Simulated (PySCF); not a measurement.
**Iron: a sound run and one with changed settings**

Sound run: Fe [Ar] 3d6 4s2, Fe⁺ [Ar] 3d6 4s1. All numbers are calculated (PySCF 2.14, no relativity, point nucleus, in aug-cc-pVDZ (7s6p4d2f, 59 functions)). In the sound run the correlated levels freeze [Ar]. The sound run starts from symmetry-adapted Hartree-Fock orbitals and uses a fine grid where one is needed.

Changed run: all electrons correlated in a basis built for the valence shell.

| species | method | sound run (hartree) | changed run (hartree) | converged |
| --- | --- | --- | --- | --- |
| Fe | MP2 | -1262.60823 | -1262.82741 | yes |
| Fe⁺ | MP2 | -1262.33652 | -1262.55207 | yes |

Ionisation energy of Fe:

```tsv
method	sound run (eV)	changed run (eV)
UHF	6.369	6.369
MP2	7.394	7.492
SCS-MP2	7.566	7.585
```

A valence basis has no tight correlating functions, so it recovers only part of the core correlation, and not evenly between atom and ion.

For comparison, NIST gives 7.902 eV between the lowest levels.
